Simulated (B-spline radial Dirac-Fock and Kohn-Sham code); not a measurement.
Photoelectron lines of Cd⁶⁺ at 3970 eV

System: the Cd⁶⁺ ion, 1s2 2s2 2p6 3s2 3p6 3d10 4s2 4p6 4d6.

These are calculated numbers from a B-spline atomic structure program; the model is a relativistic central-field model (Hartree-Slater potential of the initial state, Latter tail, multipole expansion of the photon field, Dirac-Fock thresholds). The asymmetry parameter β is from the dipole term alone. Kinetic energies are from the vacuum level. Open shells are spread statistically over j, without multiplet splitting.

The last column is dσ/dΩ = σ/(4π) · [1 − (β/2) P₂(cos θ)] at θ = 90° from the beam of unpolarised light.

| subshell | electrons | binding (eV) | kinetic (eV) | σ (kb) | β | dσ/dΩ (kb/sr) |
| --- | --- | --- | --- | --- | --- | --- |
| 2p1/2 | 2 | 3841.5 | 128.5 | 61.2 | 1.09 | 6.20 |
| 2p3/2 | 4 | 3651.7 | 318.3 | 113 | 1.26 | 11.8 |
| 3s | 2 | 884.5 | 3085.5 | 7.75 | 1.99 | 0.924 |
| 3p1/2 | 2 | 765.6 | 3204.4 | 8.01 | 1.54 | 0.882 |
| 3p3/2 | 4 | 730.8 | 3239.2 | 14.8 | 1.59 | 1.64 |
| 3d3/2 | 4 | 521.6 | 3448.4 | 4.99 | 1.06 | 0.503 |
| 3d5/2 | 6 | 514.9 | 3455.1 | 7.06 | 1.02 | 0.705 |
| 4s | 2 | 219.2 | 3750.8 | 1.64 | 1.99 | 0.195 |
| 4p1/2 | 2 | 177.5 | 3792.5 | 1.45 | 1.53 | 0.160 |
| 4p3/2 | 4 | 171.1 | 3798.9 | 2.67 | 1.58 | 0.297 |
| 4d3/2 | 2.4 | 108.1 | 3861.9 | 0.436 | 1.04 | 0.0438 |
| 4d5/2 | 3.6 | 107.2 | 3862.8 | 0.617 | 1.00 | 0.0614 |

Branching ratios of the spin-orbit partners (statistical value in brackets): 2p 1.85 (2.00), 3p 1.85 (2.00), 3d 1.41 (1.50), 4p 1.84 (2.00), 4d 1.41 (1.50).
